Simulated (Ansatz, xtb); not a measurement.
# Isomers of ClFH3Si2 in order of energy

4 gas-phase structures of ClFH3Si2, found in a search over its isomers (lower ones may exist). Each was relaxed with GFN2-xTB; where two conformers were screened, the lower at r2SCAN-D4/def2-SVP is listed:

A. `F[Si@H]([SiH2])Cl`, a doublet
B. `F[SiH][SiH2]Cl`, a doublet
C. `F[Si]([SiH3])Cl`, a doublet
D. `F[SiH2][SiH]Cl`, a doublet

Problem. Make a reasoned guess at their ranking by r2SCAN-D4/def2-SVP single-point energy.

Solution. Calculated order at r2SCAN-D4/def2-SVP: A (0.000), C (0.059), D (0.245), B (0.390) eV.

Energies above the lowest of each column, in eV; the last columns are at PBE0-D3(BJ)/def2-SVP geometries (a dash: not run or not comparable):

```tsv
structure	GFN2-xTB	HF/STO-3G	r2SCAN-D4/def2-SVP	PBE0-D3(BJ)/def2-SVP	CCSD(T)/def2-SVP + ΔMP2/def2-TZVPP
A	0.141	0.429	0.000	0.000	0.000
C	0.167	0.000	0.059	0.045	0.087
D	0.000	0.336	0.245	0.192	0.178
B	0.058	0.443	0.390	0.293	–
```

CCSD(T)/def2-SVP + ΔMP2/def2-TZVPP puts A lowest of those it was run on; GFN2-xTB picks D, HF/STO-3G picks C. Flexible structures stand in one conformer each, not always the lowest. Frequencies (PBE0-D3(BJ)/def2-SVP) were run for A, C, D alone. Open shells are spin-unrestricted. ΔMP2 is the change of the MP2 energy from the smaller to the larger basis.

Over these structures GFN2-xTB departs from r2SCAN-D4/def2-SVP by 0.207 eV on average once a common shift is removed. A GFN2-xTB relaxation took about 0.072 s and the r2SCAN-D4/def2-SVP energy about 2.2 s on a shared host (Ansatz 0.2.0, xtb 6.7.1).
